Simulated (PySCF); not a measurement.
**Stationary points of ZrOCl**

These are results of PBE0 in PySCF with Zr def2-TZVP with ECP28, O def2-TZVP, Cl def2-TZVP; scalar-relativistic core potentials, no spin–orbit coupling; density-fitted integrals, not measurements.

Relaxations began from a few typed shapes; open shells are unrestricted. The search is not exhaustive: other isomers or separated fragments can lie lower, and high-lying points may rest on an excited occupation.

| spin | group | bonds | angles | imaginary modes (cm⁻¹) | ΔE (kJ/mol) | ΔE with ZPE (kJ/mol) |
| --- | --- | --- | --- | --- | --- | --- |
| doublet | Cs | Zr–Cl 2.353 Å, Zr–O 1.722 Å | Cl–Zr–O 109.8° | none | 0.0 | 0.0 |
| doublet | C∞v | Zr–Cl 2.514 Å, Zr–O 1.748 Å | Cl–Zr–O 180.0° | 122i, 122i | 76.0 | – |

The lowest minimum found is the doublet Cs: Zr–Cl 2.353 Å, Zr–O 1.722 Å; Cl–Zr–O 109.8°.

Formally Zr is in oxidation state +3, d1, with 1 unpaired electron. The Mulliken spin on Zr is 1.08. The polar-tensor charge on Zr, 1.54, is far below the formal one.

For the lowest minimum: open d and f shells are described by one determinant, and the ground state may have another occupation or spin.
